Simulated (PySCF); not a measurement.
# Indirect couplings

Geometry:
| atom | x (Å) | y (Å) | z (Å) |
| --- | --- | --- | --- |
| N1 | -2.558 | -1.505 | 0.529 |
| C2 | -1.822 | -0.481 | 0.694 |
| C3 | -0.359 | -0.554 | 0.701 |
| C4 | 0.386 | 0.620 | 0.884 |
| O5 | 1.640 | 0.737 | 0.916 |
| Ga6 | 2.939 | -0.720 | 0.702 |
| O7 | 1.497 | -2.046 | 0.502 |
| C8 | 0.262 | -1.811 | 0.523 |
| H9 | -3.547 | -1.250 | 0.552 |
| H10 | -2.227 | 0.540 | 0.843 |
| H11 | -0.185 | 1.560 | 1.019 |
| H12 | 3.589 | -0.964 | 2.099 |
| H13 | 3.593 | -0.550 | -0.704 |
| H14 | -0.417 | -2.672 | 0.390 |

Method: B3LYP/pcJ-1 (pcSseg-1 on Ga) (spin–dipole term only in couplings to heteroatoms)//PBE0-D3(BJ)/def2-SVP, PySCF; isolated molecule, single conformer, non-relativistic. Couplings are averaged over pairs made equivalent by symmetry, fast rotation or ring inversion, so a value needn't be that of the named pair in this geometry, while other rotamers aren't included; one pair stands for each set, and the list holds a selection of those of at least 0.8 Hz over up to four bonds, among pairs with at least one N or C or H atom (others weren't computed).

Isotopes: 13C, 1H, 15N, 17O. Couplings to quadrupolar nuclei such as 17O and 33S are rarely resolved in practice.

```
    pair  bonds  J (Hz)
  N1, C2      1    -6.0
  N1, H9      1       ?
  C2, C3      1    70.1
 C2, H10      1       ?
  C3, C4      1    67.7
  C4, O5      1    29.5
 C4, H11      1   187.7
  N1, C3      2       ?
 N1, H10      2     3.4
  C2, C4      2     6.4
  C2, H9      2    -8.7
  C3, O5      2     4.6
 C3, H10      2       ?
 C3, H11      2       ?
 O5, H12      2   -12.0
 O7, H12      2   -11.6
 O7, H14      2   -15.2
  N1, C4      3    -4.1
 C2, H11      3     2.9
  C3, H9      3       ?
  C4, O7      3    -2.1
 C4, H10      3       ?
 C4, H14      3     6.2
  O5, C8      3    -1.9
 C8, H11      3       ?
H11, H14      4     3.9
```

Q: Estimate the withheld couplings, with signs.

A: 
- 1J(N1,H9) = -54.0 Hz (bond length 1.021 Å)
- 1J(C2,H10) = 160.3 Hz (bond length 1.109 Å, sp2 carbon)
- 2J(N1,C3) = -6.9 Hz (angle at C2 123°)
- 2J(C3,H10) = 12.7 Hz (angle at C2 114°)
- 2J(C3,H11) = 13.1 Hz (angle at C4 117°)
- 3J(C3,H9) = 15.9 Hz (dihedral angle 180°)
- 3J(C4,H10) = 4.5 Hz (dihedral angle 0°)
- 3J(C8,H11) = 5.9 Hz (dihedral angle 180°)

Relativistic effects of the heavier atoms present are left out.
